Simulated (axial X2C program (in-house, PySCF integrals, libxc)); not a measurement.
**NaRh: from Re and ωe to a spectrum**

A bond curve at the PBE0 level, two-component, was computed with an in-house all-electron X2C program for linear molecules (integrals from PySCF) (basis Rh dyall-cv3z [12s12p8d5f3g], Na dyall-cv3z [9s8p5d2f] (cores contracted in-house)) for the state Ω = 3 (⟨Sz⟩ = 0.99, ⟨Lz⟩ = 2.01 at PBE0). Its fit gives Re = 2.7349 Å, ωe = 199.3 cm⁻¹, ωexe = 0.727 cm⁻¹ and αe = 7.440e-04 cm⁻¹; the masses are 102.9055 and 22.9898 u. Two-component means X2C with spin–orbit coupling and atomic mean-field Coulomb and Gaunt terms.

(1) Find the reduced mass, Be and the force constant.

(2) Where do the fundamental and the first overtone lie?

(3) Estimate the centrifugal constant by the Kratzer relation.

(4) A Morse curve ties αe to the other constants (Pekeris). How well does that hold?

(5) The dipole moment p changes by 1.37 D/Å at Re. What harmonic infrared intensity follows?

Occupations by symmetry block were frozen at the best pattern of an incomplete PBE0 search. Density functionals use the spin component along the axis (collinear). PBE0 can misorder states that lie within some tenths of an eV, so this need not be the ground state of the molecule. The nearest other 2c determinant of the search, Ω = 4, lies 0.19 eV up at the distance of the search. The functionals have no current-density term, which raises determinants with orbital currents, atoms included. With several unpaired electrons one determinant need not be a pure state.

Answers

(1) From the PBE0 values: μ = 18.7916 u. Be = 16.8576/(μ Re²) = 0.1199 cm⁻¹. k = 5.8918×10⁻⁷ μ ωe² = 0.44 mdyn/Å.

(2) ν(1←0) = ωe − 2ωexe = 197.8 cm⁻¹; ν(2←0) = 2ωe − 6ωexe = 394.2 cm⁻¹.

(3) D = 4Be³/ωe² = 1.74e-07 cm⁻¹.

(4) αe(Morse) = 6Be²/ωe × (√(ωexe/Be) − 1) = 6.331e-04 cm⁻¹; the PBE0 curve gives 7.440e-04 cm⁻¹, a ratio of 0.85.

(5) I = 42.256 × (dp/dR)²/μ = 4.2 km/mol.
